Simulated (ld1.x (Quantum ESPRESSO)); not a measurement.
Si: ultrasoft pseudisation with PBE, non-relativistic reference atom.

Input for ld1.x (Quantum ESPRESSO) 7.5:

```
&input
   title='Si', zed=14., rel=0, dft='PBE', iswitch=3,
   config='[Ne] 3s2 3p2 3d-2',
   nld=3, rlderiv=2.50, eminld=-3.0, emaxld=5.0, deld=0.02
 /
 &inputp
   pseudotype=3, tm=.true., lloc=-1, rcloc=1.75,
   nlcc=.true., rcore=1.40,
   file_pseudopw='Si.UPF', file_wfcaegen='ae.wfc', file_wfcncgen='nc.wfc', file_beta='beta', file_chi='chi', file_wfcusgen='us.wfc'
 /
5
3S  1  0   2.00   0.00  1.30  1.70  0.0
3S  1  0   0.00   4.25  1.30  1.70  0.0
3P  2  1   2.00   0.00  1.75  2.30  0.0
3P  2  1   0.00   0.20  1.75  2.30  0.0
3D  3  2  -2.00   0.45  1.75  1.90  0.0
 &test
   configts(1)='3s2 3p2'
 /
```

Command:

```bash
ld1.x < Si.in > Si.out
```

Resulting log (shortened: banner, matrices, multipoles, cross overlaps and the repeated all-electron block are left out):

```
Program LD1 v.7.5

     !!!!!!!!!!!!!!!!!!! WARNING !!!!!!!!!!!!!!!!!!!!!!!
     Message from routine ld1_readin:
     US requires at least two energies per channel 3D
     !!!!!!!!!!!!!!!!!!!!!!!!!!!!!!!!!!!!!!!!!!!!!!!!!!!
     --------------------------- All-electron run ----------------------------

     Si

     atomic number is 14.00
     dft =PBE   lsd =0 sic =0 latt =0  beta=0.20 tr2=1.0E-14
     Exchange-correlation= PBE
                           (   1   4   3   4   0   0   0)
     mesh =1141 r(mesh) = 100.57892 a.u. xmin = -7.00 dx = 0.01250
     1 Ry =  13.60569312 eV

     n l     nl                  e(Ry)          e(Ha)          e(eV)
     1 0     1S 1( 2.00)      -130.9151       -65.4575     -1781.1903
     2 0     2S 1( 2.00)       -10.2048        -5.1024      -138.8437
     2 1     2P 1( 6.00)        -7.0258        -3.5129       -95.5910
     3 0     3S 1( 2.00)        -0.7915        -0.3957       -10.7683
     3 1     3P 1( 2.00)        -0.3006        -0.1503        -4.0904

     final scf error:  7.6E-15 reached in  25 iterations

     Etot =    -578.406931 Ry,    -289.203465 Ha,   -7869.627199 eV

     Ekin =     577.541050 Ry,     288.770525 Ha,    7857.846296 eV
     Encl =   -1378.562881 Ry,    -689.281440 Ha,  -18756.303505 eV
     Eh   =     263.805658 Ry,     131.902829 Ha,    3589.258833 eV
     Exc  =     -41.190759 Ry,     -20.595379 Ha,    -560.428823 eV

     normalization and overlap integrals

     s(1S/1S) =  1.000000  <r> =   0.1116  <r2> =    0.0168  r(max) =   0.0732
     s(2S/2S) =  1.000000  <r> =   0.5699  <r2> =    0.3881  r(max) =   0.4543
     s(2P/2P) =  1.000000  <r> =   0.5381  <r2> =    0.3654  r(max) =   0.3861
     s(3S/3S) =  1.000000  <r> =   2.1685  <r2> =    5.4800  r(max) =   1.7967
     s(3P/3P) =  1.000000  <r> =   2.7942  <r2> =    9.4097  r(max) =   2.1672

     ------------------------ End of All-electron run ------------------------

     --------------------- Generating US pseudopotential ---------------------

      Generating local potential from pseudized AE potential:
      Matching radius rcloc =   1.7500

      Local pseudo, rcloc= 1.752 Estimated cut-off energy=     7.79 Ry

      Computing core charge for nlcc:

       r > 1.42 : true rho core
       r < 1.42 : rho core = a sin(br)/r    a=   0.68  b=   1.97

      Integrated core pseudo-charge :   0.59

      Wfc   3S  rcut= 1.298  Using Troullier-Martins method
      Wfc-us  3S rcutus= 1.709  Estimated cut-off energy=    14.97 Ry

      Wfc   3S  rcut= 1.298  Using Troullier-Martins method
      Wfc-us  3S rcutus= 1.709  Estimated cut-off energy=    26.73 Ry

      Wfc   3P  rcut= 1.752  Using Troullier-Martins method
      Wfc-us  3P rcutus= 2.307  Estimated cut-off energy=    14.20 Ry

      Wfc   3P  rcut= 1.752  Using Troullier-Martins method
      Wfc-us  3P rcutus= 2.307  Estimated cut-off energy=    15.34 Ry

      Wfc   3D  rcut= 1.752  Using Troullier-Martins method
      Wfc-us  3D rcutus= 1.889  Estimated cut-off energy=    30.01 Ry

     ------------------- End of pseudopotential generation -------------------

     Computing logarithmic derivative in   2.50230
     Computing logarithmic derivative in   2.50230
     Computing the partial wave expansion
     R is outside the sphere for l=    0 j= 0.00
     R is outside the sphere for l=    0 j= 0.00
     R is outside the sphere for l=    1 j= 0.00
     R is outside the sphere for l=    1 j= 0.00
     R is outside the sphere for l=    2 j= 0.00

     ---------------------- Testing the pseudopotential ----------------------

     Si

     atomic number is 14.00   valence charge is  4.00
     dft =PBE   lsd =0 sic =0 latt =0  beta=0.20 tr2=1.0E-14
     mesh =1141 r(mesh) = 100.57892 xmin = -7.00 dx = 0.01250

     n l     nl             e AE (Ry)        e PS (Ry)    De AE-PS (Ry)
     1 0     3S   1( 2.00)       -0.79146       -0.79146        0.00000
     2 1     3P   1( 2.00)       -0.30064       -0.30064        0.00000

     eps = 1.1E-26  iter =  1

     Etot =    -578.406931 Ry,    -289.203465 Ha,   -7869.627199 eV
     Etotps =    -7.907212 Ry,      -3.953606 Ha,    -107.583107 eV

     Ekin =       2.673327 Ry,       1.336664 Ha,      36.372473 eV
     Encl =     -15.165483 Ry,      -7.582742 Ha,    -206.336912 eV
     Ehrt =       5.863124 Ry,       2.931562 Ha,      79.771864 eV
     Ecxc =      -2.499900 Ry,      -1.249950 Ha,     -34.012867 eV
     (Ecc =      -0.384864 Ry,      -0.192432 Ha,      -5.236346 eV)
     Epseu=       1.221719 Ry,       0.610860 Ha,      16.622335 eV

     ---------------------- End of pseudopotential test ----------------------
```

Generation and configuration tests took about 1.5 s on one core of a shared server CPU.

Transferability test of the new file with ld1.x, input:

```
&input
   title='Si', zed=14., rel=0, dft='PBE', iswitch=2,
   config='[Ne] 3s2 3p2 3d-2'
 /
 &test
   file_pseudo='Si.UPF', nconf=8,
   configts(1)='3s2 3p2',
   configts(2)='3s2 3p1',
   configts(3)='3s2 3p0',
   configts(4)='3s1 3p0',
   configts(5)='3s2 3p2.3',
   configts(6)='3s1 3p2',
   configts(7)='3s0 3p4',
   configts(8)='3s1 3p3'
 /
```

```bash
ld1.x < Si.test.in > Si.test.out
```

Pseudopotential blocks of its output, shortened (energy terms left out):

```
     ---------------------- Testing the pseudopotential ----------------------

     n l     nl             e AE (Ry)        e PS (Ry)    De AE-PS (Ry)
     1 0     3S   1( 2.00)       -0.79146       -0.79146        0.00000
     2 1     3P   1( 2.00)       -0.30064       -0.30064        0.00000

     eps = 2.6E-17  iter =  1

     Etot =    -578.406931 Ry,    -289.203465 Ha,   -7869.627198 eV
     Etotps =    -7.907213 Ry,      -3.953606 Ha,    -107.583107 eV

     ---------------------- End of pseudopotential test ----------------------

          ---------------------- Testing the pseudopotential ----------------------

     n l     nl             e AE (Ry)        e PS (Ry)    De AE-PS (Ry)
     1 0     3S   1( 2.00)       -1.39536       -1.39526       -0.00009
     2 1     3P   1( 1.00)       -0.85753       -0.85734       -0.00019

     eps = 5.3E-16  iter =  7

     Etot =    -577.837248 Ry,    -288.918624 Ha,   -7861.876270 eV
     Etotps =    -7.337590 Ry,      -3.668795 Ha,     -99.832999 eV
     dEtot_ae =       0.569683 Ry
     dEtot_ps =       0.569622 Ry,   Delta E=       0.000060 Ry

     ---------------------- End of pseudopotential test ----------------------

          ---------------------- Testing the pseudopotential ----------------------

     n l     nl             e AE (Ry)        e PS (Ry)    De AE-PS (Ry)
     1 0     3S   1( 2.00)       -2.09304       -2.09232       -0.00072
     2 1     3P   1( 0.00)       -1.50788       -1.50667       -0.00121

     eps = 3.7E-16  iter =  9

     Etot =    -576.660892 Ry,    -288.330446 Ha,   -7845.871128 eV
     Etotps =    -6.161814 Ry,      -3.080907 Ha,     -83.835754 eV
     dEtot_ae =       1.746039 Ry
     dEtot_ps =       1.745398 Ry,   Delta E=       0.000641 Ry

     ---------------------- End of pseudopotential test ----------------------

          ---------------------- Testing the pseudopotential ----------------------

     n l     nl             e AE (Ry)        e PS (Ry)    De AE-PS (Ry)
     1 0     3S   1( 1.00)       -2.89618       -2.88998       -0.00620  !
     2 1     3P   1( 0.00)       -2.26275       -2.25636       -0.00640  !

     eps = 4.2E-15  iter =  7

     Etot =    -574.169162 Ry,    -287.084581 Ha,   -7811.969424 eV
     Etotps =    -3.672309 Ry,      -1.836155 Ha,     -49.964316 eV
     dEtot_ae =       4.237768 Ry
     dEtot_ps =       4.234903 Ry,   Delta E=       0.002865 Ry

     ---------------------- End of pseudopotential test ----------------------

          ---------------------- Testing the pseudopotential ----------------------

     n l     nl             e AE (Ry)        e PS (Ry)    De AE-PS (Ry)
     1 0     3S   1( 2.00)       -0.63640       -0.63641        0.00001
     2 1     3P   1( 2.30)       -0.15878       -0.15879        0.00000

     eps = 8.1E-15  iter =  8

     Etot =    -578.475486 Ry,    -289.237743 Ha,   -7870.559947 eV
     Etotps =    -7.975767 Ry,      -3.987883 Ha,    -108.515837 eV
     dEtot_ae =      -0.068556 Ry
     dEtot_ps =      -0.068554 Ry,   Delta E=      -0.000001 Ry

     ---------------------- End of pseudopotential test ----------------------

          ---------------------- Testing the pseudopotential ----------------------

     n l     nl             e AE (Ry)        e PS (Ry)    De AE-PS (Ry)
     1 0     3S   1( 1.00)       -1.44842       -1.44884        0.00042
     2 1     3P   1( 2.00)       -0.90330       -0.90331        0.00001

     eps = 1.7E-15  iter =  7

     Etot =    -577.295692 Ry,    -288.647846 Ha,   -7854.508020 eV
     Etotps =    -6.795770 Ry,      -3.397885 Ha,     -92.461166 eV
     dEtot_ae =       1.111239 Ry
     dEtot_ps =       1.111442 Ry,   Delta E=      -0.000203 Ry

     ---------------------- End of pseudopotential test ----------------------

          ---------------------- Testing the pseudopotential ----------------------

     n l     nl             e AE (Ry)        e PS (Ry)    De AE-PS (Ry)
     1 0     3S   1( 0.00)       -0.89442       -0.89492        0.00050
     2 1     3P   1( 4.00)       -0.38203       -0.38208        0.00005

     eps = 5.5E-16  iter =  9

     Etot =    -577.402666 Ry,    -288.701333 Ha,   -7855.963479 eV
     Etotps =    -6.902394 Ry,      -3.451197 Ha,     -93.911856 eV
     dEtot_ae =       1.004265 Ry
     dEtot_ps =       1.004818 Ry,   Delta E=      -0.000554 Ry

     ---------------------- End of pseudopotential test ----------------------

          ---------------------- Testing the pseudopotential ----------------------

     n l     nl             e AE (Ry)        e PS (Ry)    De AE-PS (Ry)
     1 0     3S   1( 1.00)       -0.84581       -0.84613        0.00033
     2 1     3P   1( 3.00)       -0.34342       -0.34344        0.00002

     eps = 5.6E-16  iter =  9

     Etot =    -577.910164 Ry,    -288.955082 Ha,   -7862.868349 eV
     Etotps =    -7.410287 Ry,      -3.705144 Ha,    -100.822092 eV
     dEtot_ae =       0.496766 Ry
     dEtot_ps =       0.496925 Ry,   Delta E=      -0.000159 Ry

     ---------------------- End of pseudopotential test ----------------------
```
